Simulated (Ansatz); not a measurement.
ammonia (H$_{3}$N), singlet, geometry from GFN2-xTB. Base run: MP2/6-311G** (Ansatz, a program for electronic structure).

Here is a job for Ansatz.
Ansatz 0.2 input:
```yaml
crystal:
  periodic: [false, false, false]
  atoms:
    - {symbol: N, position_ang: [-0.00088861, 0.00220129, 0.11002386]}
    - {symbol: H, position_ang: [0.01587655, 0.93846578, -0.27548989]}
    - {symbol: H, position_ang: [0.81249024, -0.48875726, -0.24050098]}
    - {symbol: H, position_ang: [-0.82214652, -0.46511757, -0.25417613]}
basis:
  gaussian:
    orbitals: 6-311G__.json
magnetization: {spin_polarized: false}
correlation: {method: mp2}
```
The basis file holds 6-311G** in the JSON format of the Basis Set Exchange.

Each row names what was changed in the base input (with any setting that the change needs).

```csv
change,basis functions,E (Eh),MP2 correlation (Eh)
base,36,-56.40863,-0.19861
basis = STO-3G,8,-55.50051,-0.04673
basis = pcseg-0,15,-56.12867,-0.11396
basis = 3-21G,15,-55.98252,-0.11152
basis = def2-SV(P),20,-56.29485,-0.16523
basis = 6-31G*,…,…,…
basis = pcseg-1,29,-56.36711,-0.18752
basis = pc-1,29,…,…
basis = 6-31G**,30,-56.38307,-0.18790
basis = 6-311++G**,…,…,…
basis = def2-TZVPP,73,-56.45574,-0.23471
basis = aug-cc-pVTZ,…,…,…
basis = def2-QZVP,147,-56.47580,-0.25141
```

Task: What belongs in the gaps?

Result: 
- basis = 6-31G*, basis functions: 21
- basis = 6-31G*, E (Eh): -56.35409
- basis = 6-31G*, MP2 correlation (Eh): -0.17005
- basis = pc-1, E (Eh): -56.36789
- basis = pc-1, MP2 correlation (Eh): -0.18753
- basis = 6-311++G**, basis functions: 43
- basis = 6-311++G**, E (Eh): -56.41552
- basis = 6-311++G**, MP2 correlation (Eh): -0.20115
- basis = aug-cc-pVTZ, basis functions: 115
- basis = aug-cc-pVTZ, E (Eh): -56.46050
- basis = aug-cc-pVTZ, MP2 correlation (Eh): -0.24018

Totals compare only among sets that treat the same electrons; sets with core potentials leave the core out.
